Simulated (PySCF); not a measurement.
Series: H3E-E'H3. Isolated molecules, 0 K electronic values unless said otherwise. Strings in code marks are SMILES.

Quantity: vertical ionisation energy (energy after one electron is removed minus that of the parent at the parent's geometry), in eV.

Case: `[CH3][SnH3]`. Geometry of `[CH3][SnH3]` (neutral, multiplicity 1, Å):

```xyz
8

C     -1.1587    -0.0711     0.0272
Sn     0.9947     0.0611    -0.0233
H     -1.4610    -0.9744     0.5547
H     -1.5507    -0.1032    -0.9882
H     -1.5701     0.7963     0.5409
H      1.6171     0.1405     1.5718
H      1.6505    -1.3157    -0.8059
H      1.4783     1.4665    -0.8773
```

Problem. Give the vertical ionisation energy (energy after one electron is removed minus that of the parent at the parent's geometry) at the level B3LYP/6-31G* (LANL2DZ on Sn) // B3LYP-D3(BJ)/def2-TZVP (PySCF).

Solution. 10.64 eV.
